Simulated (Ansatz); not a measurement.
`[AsH2][InH2]` + `C[NH][GeH3]` → `C[N]([GeH3])[InH2]` + arsine at 500 K and 1 bar (cleavage of the In–As bond).

Gas-phase electronic energies from Ansatz, PBE0-D4/def2-TZVP geometries. CCSD(T)/CBS is the MP2 limit (def2-TZVPP, def2-QZVPP) plus CCSD(T) − MP2 in def2-TZVPP, frozen cores. Elements past krypton have def2 core potentials. For As, Ge, In outer-core shells are correlated without core-valence functions, which leaves a few kJ/mol of doubt a bond. Scalar relativity is left out up to krypton.

```tsv
species	CCSD(T)/CBS energy (Eh)	H − E (kJ/mol)	S (J/(mol·K))
`[AsH2][InH2]`	-2427.20683	104.5	359.7
`C[NH][GeH3]`	-2173.06430	241.1	362.9
`C[N]([GeH3])[InH2]`	-2363.46641	260.2	456.6
`[AsH3]`	-2236.79077	76.6	245.1
```

H − E and S are ideal-gas, rigid-rotor, harmonic terms from PBE0-D4/def2-TZVP, for one conformer and one mirror image of each species. 1 Eh = 2625.50 kJ/mol, R = 8.31446 J/(mol·K).

Question: By hand: ΔE, ΔH, ΔS and ΔG.

Answer: ΔE = (-2363.46641) + (-2236.79077) − (-2427.20683) − (-2173.06430) = 0.01395 Eh = 36.6 kJ/mol. Δ(H − E) = 260.2 + 76.6 − 104.5 − 241.1 = -8.8, so ΔH = 27.8 kJ/mol. ΔS = 456.6 + 245.1 − 359.7 − 362.9 = -20.9 J/(mol·K). ΔG = 27.8 − 500 × (-20.9)/1000 = 38.2 kJ/mol.

Question: By hand: the equilibrium constant, and the temperature at which ΔG would vanish if ΔH and ΔS stayed fixed.

Answer: log₁₀ K = −ΔG/(RT ln 10) = -4.0. ΔH and −TΔS have one sign here, so there is no such temperature.

TΔS isn't small against ΔH here. A doubt of 5 kJ/mol in ΔE shifts log₁₀ K by 0.5 here. Other conformers and mirror images would add mixing entropy, several J/(mol·K) or more a flexible species. These are equilibria of isolated gas molecules and say nothing of rates. Largest T1 diagnostic: 0.015 (customary marks: 0.02 for closed shells, 0.045 for open ones).
